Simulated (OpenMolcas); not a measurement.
**Computed transition rates of Ni VI**

```yaml
Program: OpenMolcas
Method: "MS-CASPT2, IPEA 0.25 Eh, imaginary shift 0.1 Eh (closed shells correlated: 3s 3p)"
Basis: ANO-R3 [7s5p5d3f2g1h]
Scalar_Hamiltonian: X2C, finite nucleus
Active_space: 5 electrons in 5 orbitals (3d)
State_averaging: 2S+1 = 6 even, 1 root; 2S+1 = 4 even, 24 roots; 2S+1 = 2 even, 75 roots
Spin-orbit_coupling: state interaction with AMFI integrals over the reference wave functions, term energies averaged over their components
```

Rates come from the transition moments of the reference wave functions (E1 and E2 in the length form). At fixed line strength A goes as λ^-3 for E1 and M1 and as λ^-5 for E2, so a rate at the computed wavelength can be rescaled to the measured one. Measured vacuum wavelengths follow from level energies in Corliss and Sugar, J. Phys. Chem. Ref. Data 10, 197 (1981). Branching counts decays inside the model space alone, at computed energies, and the table is only a selection of the E2 and M1 lines, drawn from those between levels with measured partners whose computed energy lies within a factor of 1.5 of the measured one.

```
               Upper                 Lower  Type  λ computed (nm)  λ measured (nm)  A computed (s-1)  A rescaled (s-1)  Branching %
          3d5 4P 1/2            3d5 4P 3/2    M1            41850            45370          6.27e-04          4.92e-04         99.5
          3d5 4D 7/2            3d5 4P 5/2    M1             2371             2249          1.73e-01                           88.5
       3d5 2G 7/2(1)         3d5 2F 7/2(1)    M1             1380             1326          1.54e-01                           36.6
   3d5 2H 9/2 [70 %]           3d5 2I 11/2    M1            819.9            853.8          2.82e-01                           14.0
         3d5 2H 11/2           3d5 2I 11/2    M1            759.7            796.1          9.30e-01                           19.2
3d5 2G 9/2(1) [68 %]           3d5 2I 11/2    M1            684.3              702          2.07e-01                           18.0
3d5 2D 5/2(1) [68 %]            3d5 4P 5/2    M1            532.6            547.4          2.51e+00                           53.2
       3d5 2D 3/2(1)            3d5 4P 1/2    M1            516.4            530.5          3.11e-01                           15.4
       3d5 2D 3/2(1)            3d5 4P 3/2    M1            510.1            524.4          1.21e+00                           60.0
         3d5 2I 11/2           3d5 4G 11/2    M1            507.7            518.8          4.22e-02                           76.0
       3d5 2D 3/2(1)            3d5 4P 5/2    M1            504.9            518.4          3.33e-01                           16.5
         3d5 2I 13/2           3d5 4G 11/2    M1            502.6            516.6          1.45e-03                           92.1
         3d5 2H 11/2           3d5 4G 11/2    M1            304.3            314.1          2.43e+00                           50.0
          3d5 2S 1/2            3d5 4P 1/2    M1            244.1            248.7          6.75e-01                           16.4
          3d5 2S 1/2            3d5 4P 3/2    M1            242.7            247.4          3.22e+00                           78.1
          3d5 4P 5/2            3d5 6S 5/2    M1              212            217.9          6.53e+00                          100.0
          3d5 4P 3/2            3d5 6S 5/2    M1            211.1            216.9          4.32e+00                          100.0
       3d5 2D 5/2(2)            3d5 4D 7/2    M1            210.2            216.3          3.58e+00                           46.1
          3d5 2P 3/2         3d5 2F 7/2(2)    E2            193.9            198.6          1.32e+01          1.17e+01         32.4
          3d5 2P 3/2         3d5 2D 3/2(1)    E2            151.8            154.4          6.03e+00          5.54e+00         14.7
          3d5 2P 1/2         3d5 2D 3/2(1)    E2            151.5            154.2          1.22e+01          1.12e+01         28.0
          3d5 2P 3/2  3d5 2D 5/2(1) [68 %]    E2            149.4              152          1.30e+01          1.19e+01         31.7
       3d5 2D 5/2(3)         3d5 2F 7/2(1)    E2            133.4            135.4          2.21e+01          2.05e+01         53.4
       3d5 2D 3/2(3)  3d5 2D 5/2(1) [68 %]    E2            127.7            130.1          5.72e+00          5.21e+00         13.5
```

Spin-changing lines and M1 lines between different terms are not rescaled, since their strength hangs on the term gaps too.

The largest correction is for 3d5 4P 1/2 → 3d5 4P 3/2 (M1): 6.27e-04 × (41850 / 45370)^3 = 4.92e-04 s-1, a factor of 0.78.

These are rates of the free ion; in crystals, glasses and complexes forced electric-dipole and non-radiative decay shorten such lifetimes by orders of magnitude. No measured rate stands beside these. Rescaling mends the energy factor alone: line strengths can still be far off where a level mixes with configurations outside the active space, and weak or spin-changing lines hang on small mixing coefficients that depend on the term gaps too, so rescaling need not improve them.

CASPT2 breaks the degeneracy within a term, and the mean is taken; among the terms shown or strongly mixed into the levels shown the widest spread is 340 cm-1 (3d5 4G). Blocks of more than 70 roots (2S+1 = 2 even) ran without multistate coupling. Computed and measured levels are paired by configuration, term and J; levels that our copy of the source lacks, or whose pairing is in doubt (as where it misses far off the trend of its configuration), stay unpaired. Levels of configurations outside the active space are missing.

A share in square brackets marks a mixed level and gives the weight of the term that names it. A number in round brackets counts repeated terms of one configuration in the order of the reference energies.
